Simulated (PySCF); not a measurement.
# Bond curve of NdSi

Set-up: Nd x2c-TZVPall, Si x2c-TZVPall; spin-free X2C with a Gaussian nucleus (PySCF 2.14). Energies in eV from Nd (4f4 6s2) + Si in their ground configurations at the same level. All curves are PBE0. state 1: Ms = 3 determinant of mixed spin, about 4.0 electrons in the 4f shell (Mulliken), real f orbitals that mix terms; state 2: Ms = 2 determinant of mixed spin, about 4.0 electrons in the 4f shell (Mulliken), real f orbitals that mix terms, a second solution, started from another occupation.

| R (Å) | state 1 | state 2 |
| --- | --- | --- |
| 2.492 | -1.362 | -1.246 |
| 2.608 | -1.670 | -1.429 |
| 2.724 | -1.840 | -1.526 |
| 2.811 | -1.900 | -1.557 |
| 2.898 | -1.916 | -1.556 |
| 2.985 | -1.897 | -1.528 |
| 3.101 | -1.832 | -1.456 |
| 3.246 | -1.709 | -1.327 |
| 3.420 | -1.526 | -1.142 |
| 3.651 | -1.262 | -0.882 |

Put a parabola through the three lowest points of the state 1 curve and estimate Re, k and ωe (reduced mass 23.37 u; 1 eV/Å² = 0.16022 mdyn/Å; ωe = 1302.8·√(k/μ) cm⁻¹).

Through R = 2.811, 2.898, 2.985 Å the second-order coefficient is 2.31 eV/Å², so Re ≈ 2.894 Å, k ≈ 0.741 mdyn/Å and ωe ≈ 232 cm⁻¹. A polynomial fit of higher order to the unrounded PBE0 energies gives Re = 2.890 Å, k = 0.746 mdyn/Å, ωe = 233 cm⁻¹; anharmonicity and rounding make the difference.

The higher-order fit for each curve: state 1: Re = 2.890 Å, ωe = 233 cm⁻¹, De = 1.92 eV. State 2 gave no clean fit.

⟨S²⟩ of the unrestricted solution departs from its pure value on part of the curve, where spin states mix. These are scalar-relativistic numbers at best; spin–orbit coupling would shift them, the dissociation energy most. With d or f electrons several states lie close, and the lowest PBE0 determinant need not be the measured ground state.
